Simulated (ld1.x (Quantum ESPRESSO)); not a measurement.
Ir, TM: configuration errors across variants

```json
{
  "Element": "Ir (Z = 77)",
  "Generator": "ld1.x (Quantum ESPRESSO) 7.5",
  "Type": "norm-conserving Troullier–Martins (Kleinman–Bylander form)",
  "Functional": "revPBE",
  "Relativity": "scalar-relativistic",
  "Frozen core": "[Kr] 4d10 4f14 5s2",
  "Valence charge": "15",
  "Reference configuration": "5p6 5d7 6s1.5 6p0 (charge +0.5)",
  "Partial waves": "5p (bound): rc 1.20 bohr; 5d (bound): rc 1.70 bohr; 6s (bound): rc 2.35 bohr",
  "Local potential": "the s channel",
  "Core correction": "a·sin(br)/r model core inside 0.70 bohr"
}
```

All-electron excitation energies from the reference (eV): (1) 5p6 5d7 6s2 6p0 -3.992; (2) 5p6 5d7 6s1 6p0 5.792; (3) 5p6 5d7 6s0 6p0 23.123; (4) 5p6 5d7.5 6s1.5 6p0 -4.291; (5) 5p6 5d7 6s0 6p1 12.254; (6) 5p6 5d6 6s2 6p0 8.145; (7) 5p6 5d7 6s1 6p1 1.315.

4 further variants failed, have other tests or another functional or relativity, and are left out.

A true bound ghost makes a file unfit for plane-wave use even where its test errors are small: the radial tests pick states by their node count and pass the ghost by.

Errors AE − PS in meV (a dash: test not solved or not reliable):

| change | (1) | (2) | (3) | (4) | (5) | (6) | (7) | bound ghosts |
| --- | --- | --- | --- | --- | --- | --- | --- | --- |
| base | -0.3 | -4.7 | -39 | -7.6 | -996 | -52 | -559 | none |
| core correction a·sin(br)/r model core inside 0.66 bohr | -0.3 | -4.7 | -39 | -7.6 | -996 | -52 | -559 | none |
| all radii but the core radius scaled by about 1.34 (s 3.14, p 1.60, d 2.28 bohr) | +1.8 | -3.2 | -43 | +1.2 | -968 | +13 | -523 | none |

Question: Give the same row for: local potential the d channel.

Answer: -0.1, -4.5, -36, -1.5, -226, -25, -119; bound ghosts: p, s.
